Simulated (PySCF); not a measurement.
```xyz
12

C     -2.0415    -0.6689     0.3544
Si    -1.2647     0.9602    -0.1240
Si     0.8016     1.1854    -0.6457
Si     2.2806    -0.4715    -0.0075
H     -1.2723    -1.4303     0.4917
H     -2.7385    -1.0087    -0.4152
H     -2.5963    -0.5649     1.2904
H     -2.2522     2.0332    -0.4037
H      1.3016     2.5506    -0.9424
H      3.1334    -0.0663     1.1429
H      3.1793    -0.8639    -1.1271
H      1.4690    -1.6550     0.3862
```

Charge 0, multiplicity 1.

Problem. Give the Mulliken and meta-Löwdin atomic charges from PBE0-D3(BJ)/def2-TZVP (PySCF).

Solution. 
| atom | Mulliken (e) | meta-Löwdin (e) |
|---|---|---|
| C1 | -0.47 | -0.58 |
| Si2 | 0.09 | 0.32 |
| Si3 | -0.09 | -0.09 |
| Si4 | 0.03 | 0.24 |
| H5 | 0.15 | 0.14 |
| H6 | 0.15 | 0.14 |
| H7 | 0.15 | 0.14 |
| H8 | 0.01 | -0.06 |
| H9 | 0.02 | -0.03 |
| H10 | -0.01 | -0.07 |
| H11 | -0.01 | -0.07 |
| H12 | -0.02 | -0.07 |
